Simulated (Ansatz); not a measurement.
Total energies of the cluster Cu2H2 from Ansatz at PBE-D4/def2-TZVP, gas phase (1 Eh = 27.2114 eV = 2625.5 kJ/mol). The reference geometry is relaxed at PBE0-D4/def2-TZVP.

Cartesian coordinates in Å:
```
Cu 0.485 0.303 0.246
Cu -1.322 -0.889 -0.768
H 1.963 0.585 0.005
H -1.126 0.001 0.517
```

| state | geometry | energy (Eh) |
| --- | --- | --- |
| charge 0 singlet | reference | -3281.74138 |
| charge 1 doublet | reference | -3281.43464 |
| charge 1 doublet | relaxed at PBE0-D4/def2-TZVP | -3281.43402 |
| charge 0 triplet | relaxed at PBE0-D4/def2-TZVP | -3281.69925 |
| charge 0 quintet | relaxed at PBE0-D4/def2-TZVP | -3281.53532 |
| free Cu atom (doublet) | – | -1640.24447 |
| free H atom (doublet) | – | -0.49962 |

Work out the vertical ionisation energy to the doublet.

E(charge 1 doublet) − E(charge 0 singlet) = -3281.43464 − (-3281.74138) = 0.30674 Eh = 8.35 eV. For comparison, −ε of the highest occupied level is 5.14 eV at this level, 3.21 eV less.

How much does the charge 1 doublet relax, and what is the adiabatic ionisation energy?

Relaxation: -3281.43464 − (-3281.43402) = -0.00062 Eh = -0.02 eV. Adiabatic ionisation energy: 0.30736 Eh = 8.36 eV, without zero-point energy. 

Which of the charge 0 states is lowest, and how far above it are the others?

The singlet. triplet: -3281.69925 − (-3281.74138) = 0.04213 Eh = 110.6 kJ/mol; quintet: -3281.53532 − (-3281.74138) = 0.20606 Eh = 541.0 kJ/mol. The triplet differs in its bonds from the reference.

What is the binding energy per atom against free atoms?

Atoms: 2 × (-1640.24447) + 2 × (-0.49962) = -3281.48818 Eh. Binding: -3281.48818 − (-3281.74138) = 0.25320 Eh = 6.89 eV, or 1.72 eV for each of 4 atoms (no zero-point energy, no counterpoise term).

The structure comes from a short search, and lower isomers may exist.
